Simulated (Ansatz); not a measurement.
CH7GaOSi at its PBE0-D4/def2-TZVP geometry, where that method's forces vanish. The species carries charge 0 and has multiplicity 1. The bonds changed during the relaxation, so this is another structure than the one it started from.

| atom | x (Å) | y (Å) | z (Å) |
| --- | --- | --- | --- |
| C1 | 0.077 | 1.173 | -0.848 |
| Si2 | -0.926 | -0.393 | -0.731 |
| Ga3 | 0.065 | -1.291 | 2.782 |
| O4 | 1.349 | -0.631 | 1.662 |
| H5 | -0.533 | 2.046 | -0.607 |
| H6 | 0.476 | 1.304 | -1.856 |
| H7 | 0.907 | 1.114 | -0.140 |
| H8 | -0.137 | -1.598 | -1.097 |
| H9 | -2.123 | -0.336 | -1.617 |
| H10 | -1.440 | -0.595 | 0.661 |
| H11 | 2.286 | -0.794 | 1.791 |

Question: For each bond, give half the difference of the two atoms' forces along it (eV/Å; positive pushes the atoms apart) under PBE-D4, r2SCAN-D4, B3LYP-D4, ωB97M-V in def2-TZVPP. (Best estimate.)

Answer: Ansatz gave: 
```
   bond  length (Å)  PBE-D4  r2SCAN-D4  B3LYP-D4  ωB97M-V
 C1–Si2       1.864    0.01       0.01      0.15     0.08
  C1–H5       1.092    0.10      -0.01     -0.03    -0.04
  C1–H6       1.092    0.11      -0.01     -0.03    -0.04
  C1–H7       1.091    0.11      -0.02     -0.07    -0.06
 Si2–H8       1.486    0.07      -0.02     -0.08    -0.11
 Si2–H9       1.491    0.06      -0.03     -0.09    -0.11
Si2–H10       1.498    0.08      -0.02     -0.10    -0.12
 Ga3–O4       1.827    0.29      -0.07      0.26     0.08
 O4–H11       0.959    0.36       0.08     -0.03    -0.04
```

B3LYP here is the variant with VWN-RPA as its local correlation; programs differ in this.
